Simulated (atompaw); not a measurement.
## An all-electron radial function and its pseudo partner (Nd)

Columns: radius, all-electron u(r) and pseudo u(r) of the 6s shell (level -3.68 eV) of neodymium in the configuration [Kr] 4d10 4f4 5s2 5p6 5d0 6s1.75 6p0.25; PBE, scalar-relativistic, PAW (atompaw) scheme, atompaw 4.2.0.5.

| r (bohr) | all-electron | pseudo |
| --- | --- | --- |
| 0.115 | -0.0011 | -0.1618 |
| 0.231 | -0.0889 | -0.3170 |
| 0.346 | 0.0660 | -0.4553 |
| 0.462 | 0.1521 | -0.5726 |
| 0.577 | 0.1124 | -0.6618 |
| 0.692 | 0.0088 | -0.7208 |
| 0.808 | -0.1015 | -0.7481 |
| 0.923 | -0.1855 | -0.7436 |
| 1.038 | -0.2343 | -0.7099 |
| 1.154 | -0.2489 | -0.6500 |
| 1.269 | -0.2348 | -0.5697 |
| 1.385 | -0.1988 | -0.4731 |
| 1.500 | -0.1481 | -0.3678 |
| 1.615 | -0.0883 | -0.2585 |
| 1.731 | -0.0234 | -0.1494 |
| 1.846 | 0.0421 | -0.0465 |
| 1.962 | 0.1066 | 0.0487 |
| 2.077 | 0.1675 | 0.1328 |
| 2.192 | 0.2240 | 0.2056 |
| 2.308 | 0.2760 | 0.2680 |
| 2.423 | 0.3224 | 0.3199 |
| 2.538 | 0.3635 | 0.3632 |
| 2.654 | 0.3996 | 0.3999 |
| 2.769 | 0.4306 | 0.4307 |
| 2.885 | 0.4570 | 0.4570 |
| 3.000 | 0.4789 | 0.4789 |

**Question.** How many radial nodes do the two functions have?

**Answer.** The all-electron 6s function has n − l − 1 = 5 (the table is too coarse to show those close to the nucleus); the pseudo-wave has 1, since 1 lower shell of the same l stays in the valence.

**Question.** Is the pseudo-wave norm-conserving?

**Answer.** No, it belongs to a PAW set: the norm inside the radius is not constrained, and the difference is carried by the augmentation charge.
